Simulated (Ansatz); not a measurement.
Ansatz (a first-principles code) job for Te(OMe)(SiH3) (CH6OSiTe), SMILES O(C)[Te][SiH3], PBE/def2-SVPD. Geometry optimised at PBE0-D3(BJ)/def2-SVP. The structure was generated by enumeration, and PubChem lists no compound with its InChIKey, so it may never have been made. The def2 effective core potentials stand for the cores of Te; spin–orbit coupling is left out. One conformer was computed; it need not be the lowest.

Ansatz 0.2 input:
```yaml
crystal:
  periodic: [false, false, false]
  atoms:
    - {symbol: Te, position_ang: [0.13715563, 0.02294241, 0.68509712]}
    - {symbol: O, position_ang: [1.26926902, 0.55241391, -0.90018222]}
    - {symbol: C, position_ang: [1.82282309, -0.49867968, -1.64462945]}
    - {symbol: H, position_ang: [1.05806274, -1.15512225, -2.10219859]}
    - {symbol: H, position_ang: [2.40466405, -0.03472078, -2.45871961]}
    - {symbol: H, position_ang: [2.50768201, -1.13558848, -1.05418163]}
    - {symbol: Si, position_ang: [-1.93826710, -0.01380972, -0.71547700]}
    - {symbol: H, position_ang: [-1.75947140, -0.94947105, -1.86455738]}
    - {symbol: H, position_ang: [-2.26020060, 1.34761037, -1.23138048]}
    - {symbol: H, position_ang: [-3.03818085, -0.49960983, 0.17189988]}
basis:
  gaussian:
    orbitals: def2-SVPD
hamiltonian:
  xc: {name: PBE}
```

Program output:

```
Functional definition: PBE
integrals: 0.09 GiB planned
1346 factors; their error is unknown
mean field: 0.56 GiB planned
mean field evaluation 1: about -18331.2813 eV, gradient 5.9e1 eV
mean field evaluation 2: about -18211.5489 eV, gradient 1.9e2 eV
mean field evaluation 4: about -18338.5413 eV, gradient 2.1e1 eV
mean field evaluation 8: about -18339.4754 eV, gradient 1.5e-1 eV
mean field evaluation 16: about -18339.4345 eV, gradient 1.3e-4 eV
mean field -18339.43449006 eV, -673.9617865944 hartree, gradient 4.5e-5 eV, S^2 0.000000; 0 other end points of the search recorded, 0 dependent functions left out
reference -18339.43455506 eV, -673.9617889833 hartree; 29, 29 occupied and 121, 121 virtual orbitals, 1346 factors
Total energy: -18339.43455506 eV, -673.9617889833 hartree
```

The calculation finished and met its thresholds.

Cost: very roughly 5 core-seconds.
